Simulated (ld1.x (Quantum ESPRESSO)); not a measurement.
**What one change does to a pseudopotential (Bi (Z = 83), TM)**

ld1.x (Quantum ESPRESSO) 7.5 input, shortened:

```
&input
   title='Bi', zed=83., rel=1, dft='PBE', iswitch=3,
   config='[Xe] 4f14 5d10 5f-2 6s2 6p3'
 /
 &inputp
   pseudotype=2, tm=.true., lloc=3,
   nlcc=.true., rcore=1.05
 /
4
6S  1  0   2.00   0.00  1.90  1.90  0.0
6P  2  1   3.00   0.00  2.15  2.15  0.0
5D  3  2  10.00   0.00  1.65  1.65  0.0
5F  4  3  -2.00   0.05  1.80  1.80  0.0
 &test
   configts(1)='5d10 6s2 6p3'
 /
```

Change: all radii but the core radius scaled by about 0.83 (s 1.58, p 1.78, d 1.38, f 1.50 bohr).

Cutoffs: the cutoffs (Ry, on a coarse ladder) from which the occupation-weighted sum of valence levels, in a spherical-Bessel basis at the reference potential, stays within 10 and 1 mRy of its value at 400 Ry; they do not see the model core or the augmentation charge, which bear on the density cutoff. Errors are all-electron minus pseudo energies relative to the spin-unpolarised reference configuration.

Predict the effect on cutoff, ghosts and configuration errors.

The potential gets harder (60 Ry and 90 Ry → 60 Ry and 110 Ry); both files keep a bound ghost (p, s); the number of tests that count goes from 6 to 7; of the 6 tests that both files solve, the error grows in 0 and shrinks in 5 by more than 15 % and 0.3 meV (median size 16.6 → 11.9 meV). A smaller radius makes the pseudo-wave follow the all-electron one further in, where it bends more sharply, so more plane waves are needed. Less of the atom is replaced, so other configurations are described better.

| quantity | base | changed |
| --- | --- | --- |
| cutoff, loose | 60 Ry | 60 Ry |
| cutoff, tight | 90 Ry | 110 Ry |
| loose cutoff by channel (10 mRy a level) | s 18 Ry, p 6 Ry, d 50 Ry | s 30 Ry, p 30 Ry, d 45 Ry |
| bound ghosts | s, p | s, p |
| tests counted (converged, no solver errors) | 6 of 7 | 7 of 7 |
| error for 5d10 6s2 6p2, meV [ΔE 7.91 eV] | -5.3 | -4.2 |
| error for 5d10 6s2 6p1, meV [ΔE 23.16 eV] | -18 | -13 |
| error for 5d10 6s2 6p0, meV [ΔE 46.50 eV] | -36 | -24 |
| error for 5d10 6s2 6p2.5, meV [ΔE 3.10 eV] | -1.9 | -1.6 |
| error for 5d10 6s1 6p3, meV [ΔE 18.73 eV] | -15 | -11 |
| error for 5d10 6s1 6p0, meV [ΔE 91.91 eV] | -66 | -53 |

Base: Tests not counted: 5d9 6s2 6p4 (solver errors, printed error -1918 eV). A true bound ghost makes a file unfit for plane-wave use even where its test errors are small: the radial tests pick states by their node count and pass the ghost by. Where a test does run into it, the solver fails or the error is huge.
